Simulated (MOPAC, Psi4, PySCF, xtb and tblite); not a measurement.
Conformational energy of SMILES CC(C)(C)C[SiH2]Cl (C₅H₁₃ClSi). Scanned: dihedral C2–C5–Si6–Cl7; all other coordinates were relaxed at GFN2-xTB. Points at φ and −φ are mirror images.

Atom numbering (GFN2-xTB optimised geometry, Å):
```
20

C     -1.6570    -0.3816     1.0724
C     -0.5477    -0.0830     0.0566
C     -0.5388    -1.1842    -1.0036
C     -0.8344     1.2631    -0.6087
C      0.7941    -0.0418     0.8024
Si     2.3658     0.3531    -0.1935
Cl     3.9118     0.2519     1.1126
H     -1.6978     0.3925     1.8359
H     -1.4821    -1.3369     1.5629
H     -2.6261    -0.4246     0.5799
H     -1.5204    -1.2727    -1.4644
H     -0.2838    -2.1434    -0.5584
H      0.1845    -0.9631    -1.7839
H     -1.8307     1.2639    -1.0459
H     -0.1156     1.4633    -1.3989
H     -0.7809     2.0697     0.1189
H      0.7119     0.6942     1.6084
H      0.9372    -1.0072     1.2975
H      2.3675     1.7083    -0.7425
H      2.6425    -0.6215    -1.2476
```

Methods: B3LYP/def2-SVP // GFN2-xTB (Psi4); GFN2-xTB (xtb and tblite); RMP2/6-31G* = restricted MP2 (frozen core)/6-31G*, spherical d // GFN2-xTB (PySCF); AM1, restricted, heats of formation // GFN2-xTB (MOPAC); PBE/def2-SVP // GFN2-xTB (Psi4); PBE-D3(BJ)/def2-SVP // GFN2-xTB (Psi4).

Energies in eV, each method relative to its own lowest point.

```
φ / °  B3LYP/def2-SVP  GFN2-xTB  RMP2/6-31G*    AM1  PBE/def2-SVP  PBE-D3(BJ)/def2-SVP
-----  --------------  --------  -----------  -----  ------------  -------------------
-160            0.008     0.006        0.006  0.001         0.010                0.024
-140            0.036     0.028        0.033  0.006         0.036                0.050
-120            0.048     0.042        0.044  0.009         0.048                0.059
-100            0.024     0.035        0.026  0.007         0.022                0.027
-80             0.003     0.030        0.019  0.006         0.000                0.001
-60             0.005     0.038        0.035  0.017         0.000                0.000
-40             0.024     0.049        0.061  0.035         0.016                0.012
-20             0.069     0.078        0.112  0.051         0.060                0.056
0               0.091     0.093        0.137  0.058         0.081                0.078
20              0.069     0.078        0.112  0.051         0.060                0.056
40              0.024     0.049        0.061  0.035         0.016                0.012
60              0.005     0.038        0.035  0.017         0.000                0.000
80              0.003     0.030        0.019  0.006         0.000                0.001
100             0.024     0.035        0.026  0.007         0.022                0.027
120             0.048     0.042        0.044  0.009         0.048                0.059
140             0.036     0.028        0.033  0.006         0.036                0.050
160             0.008     0.006        0.006  0.001         0.010                0.024
180             0.000     0.000        0.000  0.000         0.004                0.018
```

Root-mean-square difference from the PBE-D3(BJ)/def2-SVP profile, itself a level with limits, after the best constant shift (eV): B3LYP/def2-SVP 0.011, GFN2-xTB 0.023, RMP2/6-31G* 0.030, AM1 0.024, PBE/def2-SVP 0.007.
